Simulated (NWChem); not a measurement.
System: AlF2, doublet; SMILES [F][Al][F]

```xyz
3

Al     0.0000     0.0000     0.4871
F     -1.4346     0.0000    -0.3518
F      1.4346     0.0000    -0.3518
```
Atoms are numbered in this order, from 1.

In the optimisation the excess spin sits in a1 (C2v, its own frame). Coordinates come from a PBE0/def2-SVP, spin-unrestricted optimisation. This spin state was assumed; another may lie lower. No stability test was run on the SCF state.

Symmetry labels are those of C2v in the frame above (b1 and b2, or b-type labels, depend on it).

### Question
List the 4 lowest vertical excitations from PBE/def2-SVP, spin-unrestricted, TDA (NWChem).

### Answer
| state | energy (eV) | oscillator strength | symmetry of the excitation | <S²> |
|---|---|---|---|---|
| state 1 | 4.11 | 0.139 | b2 | 0.75 |
| state 2 | 4.81 | 0.000 | b1 | 0.77 |
| state 3 | 4.99 | 0.000 | a2 | 0.77 |
| state 4 | 5.39 | 0.010 | a1 | 0.77 |
